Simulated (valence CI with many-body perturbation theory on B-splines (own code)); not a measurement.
**Eu²³⁺ in brief**

Method: valence CI with perturbative core correlation (CI+MBPT): four valence electrons over a frozen Dirac-Fock core [Kr], radial functions for each j: 7 s, 7 p, 8 d, 6 f, 4 g, 1 h, with the one-electron correlation potential Σ1 (screened to all orders), the two-electron term Σ2, the three-electron term Σ3, Breit, model QED; selected single and double excitations, second order for the rest, scaled by the run's own slope (own B-spline code, finite nucleus).

No measured levels were compared; by estimate terms of the open shell hold to 2 to 4 % of their energy, and close levels can change places. Only levels of the ground parity were solved; by the run's estimate the other parity begins above the list, which can be wrong where configurations are misplaced.

Levels are named by their leading jj configuration (3d3/2^4 stands for four electrons in 3d with j = 3/2), which in mixed levels can hold well under half, so a name can repeat and another be missing.

Rates and lifetimes use the calculated energies. Strong lines usually hold to 10 to 20 %, long lifetimes can be off by a factor of two.

Question: What is the ground level?

Answer: (4d3/2^4) J=0, composition 50 % 4d4 3P + 42 % 4d4 5D + 8 % 4d4 1S.

Question: How well does LS coupling describe the low levels?

Answer: Among the lowest 20 levels the leading LS term, summed over configurations, holds 54 % on average. For single configurations the figures are 54 % in LS and 83 % in jj coupling. Terms mix most in the J = 4 level at 8.109 eV, where the leading one holds 31 %.

Question: What is the ionisation energy?

Answer: 756.41 eV; NIST lists 755 ± 4 eV (theoretical).
